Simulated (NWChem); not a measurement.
System: C$_{2}$H$_{3}$ClO$_{2}$Si; SMILES C1(=O)OC[Si@H]1Cl

Here is an NWChem input.

```
start job
memory heap 200 mb stack 900 mb global 1100 mb
geometry units angstroms noautosym nocenter noautoz
  O      1.611110    -1.922448     0.091566
  C      0.591386    -1.302121    -0.003683
  O     -0.657236    -1.774363     0.407529
  C     -1.586282    -0.667331     0.167112
  Si    -0.195839     0.376657    -0.627504
  Cl     0.345251     2.139815     0.318108
  H     -2.415994    -1.005044    -0.486155
  H     -1.996424    -0.293916     1.127002
  H     -0.252181     0.633826    -2.105109
end
basis spherical
  O library 6-31g*
  C library 6-31g*
  Si library 6-31g*
  Cl library 6-31g*
  H library 6-31g*
end
dft
  xc hfexch
  iterations 150
  mulliken
end
task dft energy
esp
  recalculate
  probe 0.07
  range 0.3
  factor 1.0
  spacing 0.02
end
task esp
```

Parts of the log:

```
             Northwest Computational Chemistry Package (NWChem) 7.3.0
             --------------------------------------------------------

                             Geometry "geometry" -> ""
                             -------------------------

 Output coordinates in angstroms (scale by  1.889725989 to convert to a.u.)

  No.       Tag          Charge          X              Y              Z
 ---- ---------------- ---------- -------------- -------------- --------------
    1 O                    8.0000     1.61111000    -1.92244800     0.09156600
    2 C                    6.0000     0.59138600    -1.30212100    -0.00368300
    3 O                    8.0000    -0.65723600    -1.77436300     0.40752900
    4 C                    6.0000    -1.58628200    -0.66733100     0.16711200
    5 Si                  14.0000    -0.19583900     0.37665700    -0.62750400
    6 Cl                  17.0000     0.34525100     2.13981500     0.31810800
    7 H                    1.0000    -2.41599400    -1.00504400    -0.48615500
    8 H                    1.0000    -1.99642400    -0.29391600     1.12700200
    9 H                    1.0000    -0.25218100     0.63382600    -2.10510900

 Effective nuclear repulsion energy (a.u.)     341.4760490094

  xc_inp: hfexch multiplicative factor not found.

                                 NWChem DFT Module
                                 -----------------

 Summary of "ao basis" -> "ao basis" (spherical)
 ------------------------------------------------------------------------------
       Tag                 Description            Shells   Functions and Types
 ---------------- ------------------------------  ------  ---------------------
 O                           6-31g*                  6       14   3s2p1d
 C                           6-31g*                  6       14   3s2p1d
 Si                          6-31g*                  8       18   4s3p1d
 Cl                          6-31g*                  8       18   4s3p1d
 H                           6-31g*                  2        2   2s

            General Information
            -------------------
          SCF calculation type: DFT
          Wavefunction type:  closed shell.
          No. of atoms     :     9
          No. of electrons :    62
           Alpha electrons :    31
            Beta electrons :    31
          Charge           :     0
          Spin multiplicity:     1
          Use of symmetry is: off; symmetry adaption is: off
          Maximum number of iterations: 150
          AO basis - number of functions:    98
                     number of shells:    46
          Convergence on energy requested:  1.00D-06
          Convergence on density requested:  1.00D-05
          Convergence on gradient requested:  5.00D-04

              XC Information
              --------------
                     Hartree-Fock (Exact) Exchange  1.000

      Superposition of Atomic Density Guess
      -------------------------------------

 Sum of atomic energies:        -974.59180062

      Non-variational initial energy
      ------------------------------

 Total energy =    -976.885600
 1-e energy   =   -2024.786930
 2-e energy   =     706.425281
 HOMO         =      -0.305909
 LUMO         =      -0.012517

     ---------------------------------------------
      Total Density - Mulliken Population Analysis
     ---------------------------------------------

    Atom       Charge   Shell Charges
 -----------   ------   -------------------------------------------------------
    1 O    8     8.84   2.00  0.95  3.10  0.94  1.84  0.02
    2 C    6     5.08   2.00  0.69  1.38  0.53  0.38  0.10
    3 O    8     8.64   2.00  0.93  2.93  0.93  1.83  0.02
    4 C    6     6.27   2.00  0.70  1.80  0.66  1.07  0.04
    5 Si  14    13.14   2.00  2.00  5.97  0.97  1.42  0.26  0.37  0.15
    6 Cl  17    17.41   2.00  2.00  5.98  1.38  3.70  0.57  1.77  0.01
    7 H    1     0.79   0.47  0.32
    8 H    1     0.79   0.47  0.32
    9 H    1     1.04   0.46  0.58

[...]

                     NWChem Electrostatic Potential Fit Module
                     -----------------------------------------

 Atom parameters

 Number of atoms is                                    9
 Number of basis functions is                         98

 Grid parameters

 Maximum number of grid points is                  39586
 Number of grid points is                          39585
 Grid range                                     0.300000 nm
 Grid spacing                                   0.020000 nm
 Probe radius                                   0.070000 nm
 Atom radius factor                             1.000000

 Atomic radii

    1    0.100000
    6    0.147000
    8    0.136000
   14    0.187000
   17    0.169000
 FASTESP  F
  using M.O. file = ./job.movecs

    Atom              Coordinates                           Charge

                                                  ESP

    1 O     0.161111   -0.192245    0.009157   -0.519571
    2 C     0.059139   -0.130212   -0.000368    0.588053
    3 O    -0.065724   -0.177436    0.040753   -0.414523
    4 C    -0.158628   -0.066733    0.016711    0.079671
    5 Si   -0.019584    0.037666   -0.062750    0.448991
    6 Cl    0.034525    0.213982    0.031811   -0.219034
    7 H    -0.241599   -0.100504   -0.048616    0.045879
    8 H    -0.199642   -0.029392    0.112700    0.051934
    9 H    -0.025218    0.063383   -0.210511   -0.061401
                                            ------------
                                                0.000000

 Dipole moment                                  1.809799

 Quadrupole moment Qxx                          6.187109
                   Qyy                        -14.591677
                   Qzz                          8.404568

 RMS deviation kJ/mol                           0.066835

 RRMS %                                        18.676854
```

Level: Hartree-Fock/6-31G* (spherical d). The geometry was optimised at PBE-D3(BJ)/def2-SVP.
